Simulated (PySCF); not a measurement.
## C₆ coefficients of unlike pairs at PBEsol

Calculated with PySCF 2.14 from the dipole response of each species, C₆(A,B) = (3/π) ∫ α_A(iu) α_B(iu) du, in atomic units, from isotropic polarisabilities. For ions this is the dispersion term alone; charge-induced terms of lower order in 1/R come first.

```
species           configuration                                                                             basis      relativity  α (bohr³)  C₆ (like pair)
    As⁺  [Ar] 3d10 4s2 4p2 (3P)         x2c-TZVPPall with one added diffuse shell each of s, p, d type (7s6p5d1f)   spin-free X2C      16.91           101.7
     Mo       [Kr] 4d5 5s1 (7S)                                           aug-cc-pVDZ-PP with ECP28MDF (5s5p4d2f)  core potential      70.20           708.1
   Mg²⁺               [Ne] (1S)  aug-cc-pVQZ with one added diffuse shell each of s, p, d, f, g type (8s7p5d4f3g)            none     0.3568          0.2579
      B       [He] 2s2 2p1 (2P)                                                         aug-cc-pVTZ-DK (5s4p3d2f)   spin-free X2C      23.89           118.7
```

Task: Estimate C₆ for B with Mo.

Result: The integral gives 286.7. The combination rule 2 C_A C_B / (C_A α_B/α_A + C_B α_A/α_B) gives 285.1 and the geometric mean 290.0.

No spin-orbit coupling is included.

The other pairs:

```csv
pair,C₆
"B, Mg²⁺",3.405
"B, As⁺",106.7
"Mg²⁺, Mo",8.332
"Mo, As⁺",253.4
"Mg²⁺, As⁺",3.790
```
